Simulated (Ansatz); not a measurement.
`[CH3][V](=[O])([Cl])[Cl]` + `[F][SnH]([Cl])[Br]` → `[O]=[V]([Cl])([Cl])[Cl]` + `[CH3][SnH]([F])[Br]` at 298.15 K and 1 bar (redistribution).

Isolated molecules relaxed with PBE0-D4/def2-TZVP in Ansatz; ΔE leaves out vibrations. CCSD(T)/CBS is the MP2 limit (def2-TZVPP, def2-QZVPP) plus CCSD(T) − MP2 in def2-TZVPP, frozen cores. def2 core potentials past Kr. For Br, Sn, V outer-core shells are correlated without core-valence functions, which leaves a few kJ/mol of doubt a bond. Scalar relativity is left out up to krypton.

```csv
species,CCSD(T)/CBS energy (Eh),H − E (kJ/mol),S (J/(mol·K))
`[CH3][V](=[O])([Cl])[Cl]`,-1978.17138,131.6,361.8
`[F][SnH]([Cl])[Br]`,-3347.63611,47.3,355.3
`[O]=[V]([Cl])([Cl])[Cl]`,-2398.13876,40.8,343.0
`[CH3][SnH]([F])[Br]`,-2927.68269,141.2,368.6
```

H − E and S are ideal-gas, rigid-rotor, harmonic terms from PBE0-D4/def2-TZVP, for one conformer and one mirror image of each species. 1 Eh = 2625.50 kJ/mol, R = 8.31446 J/(mol·K).

**Question.** By hand: ΔE, ΔH, ΔS and ΔG.

**Answer.** ΔE = (-2398.13876) + (-2927.68269) − (-1978.17138) − (-3347.63611) = -0.01396 Eh = -36.7 kJ/mol. Δ(H − E) = 40.8 + 141.2 − 131.6 − 47.3 = 3.1, so ΔH = -33.6 kJ/mol. ΔS = 343.0 + 368.6 − 361.8 − 355.3 = -5.5 J/(mol·K). ΔG = -33.6 − 298.15 × (-5.5)/1000 = -32.0 kJ/mol.

**Question.** By hand: the equilibrium constant, and the temperature at which ΔG would vanish if ΔH and ΔS stayed fixed.

**Answer.** log₁₀ K = −ΔG/(RT ln 10) = 5.6. ΔG = 0 at ΔH/ΔS = 6109 K, far beyond where these terms or the molecules hold.

The number of gas molecules stays the same, so ΔS is small and ΔH decides. A doubt of 5 kJ/mol in ΔE shifts log₁₀ K by 0.9 here. Other conformers and mirror images would add mixing entropy, several J/(mol·K) or more a flexible species. These are equilibria of isolated gas molecules and say nothing of rates. Largest T1 diagnostic: 0.032 (customary marks: 0.02 for closed shells, 0.045 for open ones).
